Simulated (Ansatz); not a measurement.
Steps of a relaxation of CH₇FOSi₂ (`C[SiH2][SiH](O)F`) with RKS PBE0-D4/def2-TZVP.

```sh
$ ansatz run in.yaml --threads 4 --pin off --events-out ev --progress --plain --max-ram 10444MiB
```

```yaml
crystal:
  periodic: [false, false, false]
  atoms:
    - {symbol: C, position_ang: [-1.156994, 1.461809, -0.074789]}
    - {symbol: Si, position_ang: [0.476568, 0.835688, 0.651240]}
    - {symbol: Si, position_ang: [0.918004, -1.266476, -0.288004]}
    - {symbol: O, position_ang: [-0.497008, -2.131131, -0.046141]}
    - {symbol: F, position_ang: [1.170319, -1.067648, -1.905765]}
    - {symbol: H, position_ang: [-1.065376, 1.580931, -1.172913]}
    - {symbol: H, position_ang: [-1.446307, 2.437872, 0.363543]}
    - {symbol: H, position_ang: [-1.962279, 0.727143, 0.125473]}
    - {symbol: H, position_ang: [0.392841, 0.696756, 2.150713]}
    - {symbol: H, position_ang: [1.613240, 1.775630, 0.340217]}
    - {symbol: H, position_ang: [2.118369, -2.037418, 0.201351]}
    - {symbol: H, position_ang: [-0.484376, -3.068155, -0.310925]}
basis:
  gaussian: {orbitals: def2-TZVP}
hamiltonian: {xc: pbe0, dispersion: d4}
relax: {f_tol: 0.005, max_steps: 150}
```

Positions (Å) and forces (eV/Å) along the path, 8 of 8 steps:

```xyz
12
step=1 energy=-21664.0108 eV
C    -1.157    1.462   -0.075   -0.154    0.054   -0.067
Si    0.477    0.836    0.651   -0.082    0.225    0.064
Si    0.918   -1.266   -0.288   -0.438   -0.313   -0.831
O    -0.497   -2.131   -0.046    0.916   -0.234   -0.375
F     1.170   -1.068   -1.906   -0.172   -0.209    1.193
H    -1.065    1.581   -1.173   -0.050   -0.046    0.527
H    -1.446    2.438    0.364    0.141   -0.477   -0.214
H    -1.962    0.727    0.125    0.377    0.369   -0.092
H     0.393    0.697    2.151    0.017    0.017   -0.319
H     1.613    1.776    0.340   -0.231   -0.198    0.062
H     2.118   -2.037    0.201   -0.306    0.145   -0.145
H    -0.484   -3.068   -0.311   -0.018    0.667    0.196
12
step=2 energy=-21664.0691 eV
C    -1.157    1.485   -0.067   -0.001    0.008    0.004
Si    0.463    0.839    0.641   -0.145    0.100   -0.009
Si    0.895   -1.262   -0.288   -0.234   -0.462   -0.699
O    -0.477   -2.175   -0.066    0.520    0.163   -0.141
F     1.176   -1.103   -1.889   -0.165   -0.018    0.748
H    -1.074    1.605   -1.154   -0.017   -0.010    0.148
H    -1.423    2.454    0.370    0.037   -0.134   -0.060
H    -1.965    0.773    0.136    0.106    0.109   -0.026
H     0.383    0.692    2.126    0.009   -0.001   -0.076
H     1.596    1.763    0.334   -0.044   -0.071    0.008
H     2.082   -2.021    0.204   -0.042    0.077    0.029
H    -0.421   -3.105   -0.312   -0.024    0.240    0.073
12
step=3 energy=-21664.0867 eV
C    -1.163    1.493   -0.066    0.084   -0.068    0.016
Si    0.444    0.824    0.628    0.034   -0.040   -0.010
Si    0.914   -1.273   -0.288   -0.255    0.037   -0.236
O    -0.452   -2.160   -0.060    0.139    0.072   -0.008
F     1.173   -1.103   -1.870    0.016   -0.022    0.122
H    -1.085    1.619   -1.145    0.004    0.017   -0.119
H    -1.411    2.456    0.375   -0.010    0.103    0.059
H    -1.977    0.799    0.136   -0.087   -0.069    0.023
H     0.369    0.670    2.103   -0.006    0.014    0.092
H     1.583    1.725    0.320    0.058    0.084    0.001
H     2.096   -2.021    0.206    0.086   -0.005    0.061
H    -0.413   -3.084   -0.305   -0.064   -0.124   -0.001
12
step=4 energy=-21664.0919 eV
C    -1.158    1.492   -0.066    0.025    0.003    0.017
Si    0.448    0.826    0.631   -0.015   -0.025   -0.027
Si    0.896   -1.273   -0.299   -0.056    0.000   -0.036
O    -0.458   -2.176   -0.073    0.088    0.030   -0.012
F     1.168   -1.113   -1.876    0.005    0.013    0.020
H    -1.082    1.618   -1.147    0.000    0.007   -0.042
H    -1.404    2.459    0.376   -0.015    0.042    0.016
H    -1.974    0.799    0.139   -0.033   -0.023    0.009
H     0.371    0.679    2.110   -0.001   -0.009    0.030
H     1.585    1.737    0.328    0.026    0.017   -0.007
H     2.088   -1.998    0.216    0.030   -0.011    0.020
H    -0.405   -3.105   -0.306   -0.052   -0.043    0.013
12
step=5 energy=-21664.0929 eV
C    -1.160    1.504   -0.063   -0.007   -0.072   -0.041
Si    0.443    0.822    0.627    0.001    0.003    0.004
Si    0.899   -1.276   -0.304    0.018   -0.024   -0.001
O    -0.447   -2.185   -0.080   -0.015   -0.017    0.015
F     1.171   -1.113   -1.879    0.019    0.012   -0.010
H    -1.088    1.621   -1.147    0.014    0.052    0.012
H    -1.398    2.472    0.382   -0.013    0.011   -0.018
H    -1.982    0.813    0.137   -0.004    0.016    0.041
H     0.365    0.667    2.107    0.005   -0.002   -0.005
H     1.584    1.732    0.327    0.002   -0.004    0.006
H     2.098   -1.992    0.219   -0.016    0.021   -0.009
H    -0.409   -3.120   -0.291   -0.004    0.004    0.005
12
step=6 energy=-21664.0935 eV
C    -1.162    1.505   -0.064   -0.006   -0.030   -0.019
Si    0.442    0.820    0.625   -0.004    0.004    0.000
Si    0.899   -1.278   -0.305    0.006   -0.007    0.004
O    -0.446   -2.189   -0.081   -0.002   -0.012    0.007
F     1.175   -1.115   -1.879    0.011    0.006   -0.011
H    -1.090    1.630   -1.147    0.004    0.015    0.011
H    -1.397    2.473    0.381   -0.002    0.007   -0.001
H    -1.985    0.817    0.141    0.004    0.010    0.011
H     0.365    0.665    2.105    0.000   -0.002   -0.004
H     1.584    1.730    0.327    0.000   -0.004    0.002
H     2.098   -1.989    0.220   -0.007    0.008   -0.003
H    -0.406   -3.124   -0.289   -0.005    0.005    0.005
12
step=7 energy=-21664.0936 eV
C    -1.163    1.508   -0.064   -0.001    0.000   -0.003
Si    0.439    0.818    0.622   -0.003    0.002   -0.003
Si    0.900   -1.279   -0.307    0.001    0.000    0.004
O    -0.443   -2.193   -0.081   -0.005   -0.005    0.002
F     1.180   -1.119   -1.881    0.002    0.002   -0.005
H    -1.092    1.639   -1.146   -0.002   -0.003    0.003
H    -1.395    2.476    0.384    0.002    0.001    0.003
H    -1.990    0.824    0.142    0.003    0.002   -0.003
H     0.362    0.660    2.102    0.000   -0.002   -0.001
H     1.583    1.726    0.326   -0.001    0.000    0.001
H     2.099   -1.986    0.221    0.000    0.000    0.000
H    -0.403   -3.129   -0.283    0.001    0.002    0.001
12
step=8 energy=-21664.0937 eV
C    -1.164    1.510   -0.065    0.001    0.002    0.002
Si    0.438    0.817    0.620   -0.002    0.001   -0.002
Si    0.899   -1.280   -0.308    0.001    0.000    0.000
O    -0.442   -2.196   -0.081   -0.004    0.002    0.001
F     1.180   -1.120   -1.882    0.000    0.000   -0.002
H    -1.093    1.643   -1.146   -0.001   -0.002    0.000
H    -1.393    2.478    0.386    0.001    0.000    0.002
H    -1.991    0.827    0.141   -0.001    0.000   -0.002
H     0.361    0.657    2.100   -0.001    0.000    0.001
H     1.582    1.725    0.326    0.001   -0.001    0.000
H     2.100   -1.984    0.222    0.002    0.000    0.001
H    -0.400   -3.133   -0.281    0.003   -0.001    0.000
```

Run time 51 s (4 threads of an Arm Neoverse N1 on a shared host); peak host memory 0.57 GiB.
